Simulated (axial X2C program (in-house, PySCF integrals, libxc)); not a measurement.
# Spin–orbit effects down a group: molecules with Pb, PBE0

Calculated with an in-house all-electron X2C program for linear molecules (integrals from PySCF), spin-free (one-electron X2C) or two-component (2c: spin–orbit coupling with atomic mean-field Coulomb and Gaunt terms, which also bring small scalar terms), in Dyall basis sets with cores contracted in-house; open shells are unrestricted.

Basis sets: Be dyall-cv3z, Ca dyall-cv3z, Mg dyall-cv3z, Pb dyall-cv3z.

```json
{"molecule": "BePb", "spin-free state": "M_S = 1, Λ = 0", "Re (Å)": "2.394", "ωe (cm⁻¹)": "418.6", "De (eV)": "1.18", "2c state": "Ω = 0", "Re 2c (Å)": "2.528", "ωe 2c (cm⁻¹)": "298.5", "De 2c (eV)": "0.57"}
{"molecule": "MgPb", "spin-free state": "M_S = 1, Λ = 0", "Re (Å)": "2.806", "ωe (cm⁻¹)": "204.2", "De (eV)": "0.87", "2c state": "Ω = 0", "Re 2c (Å)": "3.026", "ωe 2c (cm⁻¹)": "130.6", "De 2c (eV)": "0.35"}
{"molecule": "CaPb", "spin-free state": "M_S = 1, Λ = 0", "Re (Å)": "3.043", "ωe (cm⁻¹)": "169.0", "De (eV)": "1.30", "2c state": "Ω = 0", "Re 2c (Å)": "3.201", "ωe 2c (cm⁻¹)": "120.5", "De 2c (eV)": "0.56"}
```

(1) Work out the shifts from the spin-free to the two-component result.

Each entry is the lowest single determinant of a limited PBE0 search at one distance. De goes to single-determinant-based atoms at the same level (for ions the charge split of lowest energy) and is withheld (n/a) where an atom does not fit its ground term or J level. Main or longest-lived isotopes. One determinant is a doubtful description, or other states lie close, for BePb, MgPb, CaPb; these need not be ground states, and all values refer to the states named. With several unpaired electrons the Ω given is that of one determinant, not necessarily of the lowest component.

Answers

(1) 

```json
{"molecule": "BePb", "2c state": "Ω = 0", "ΔRe (Å)": "0.134", "Δωe (cm⁻¹)": "-120.1", "ΔDe (eV)": "-0.61"}
{"molecule": "MgPb", "2c state": "Ω = 0", "ΔRe (Å)": "0.220", "Δωe (cm⁻¹)": "-73.6", "ΔDe (eV)": "-0.52"}
{"molecule": "CaPb", "2c state": "Ω = 0", "ΔRe (Å)": "0.158", "Δωe (cm⁻¹)": "-48.5", "ΔDe (eV)": "-0.74"}
```

Shifts of one unit in the last digit are rounding.
